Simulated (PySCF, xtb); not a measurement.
Sn(Cl)2(Me)(OMe) (C2H6Cl2OSn), SMILES C[O][Sn]([CH3])([Cl])[Cl]. The values are those of a single conformer.

Harmonic wavenumbers (cm⁻¹) from GFN2-xTB run with xtb at its own minimum, in rising order: 37, 47, 72, 91, 92, 94, 100, 156, 242, 272, 313, 364, 450, 717, 727, 1046, 1131, 1142, 1170, 1392, 1394, 1410, 1468, 1482, 2927, 2935, 2955, 3028, 3058, 3058.

What does B3LYP-D3(BJ)/def2-SVP (PySCF 2.14.0) give at its own minimum? (An estimate is asked for; the answer gives what the named calculation found.)

48, 55, 91, 111, 113, 122, 124, 187, 263, 356, 373, 525, 566, 782, 785, 1097, 1173, 1186, 1204, 1429, 1430, 1466, 1467, 1481, 2984, 3054, 3061, 3089, 3184, 3188. Paired by order, the mean absolute difference is 54 cm⁻¹ and the zero-point energies are 47.7 and 50.0 kcal/mol.
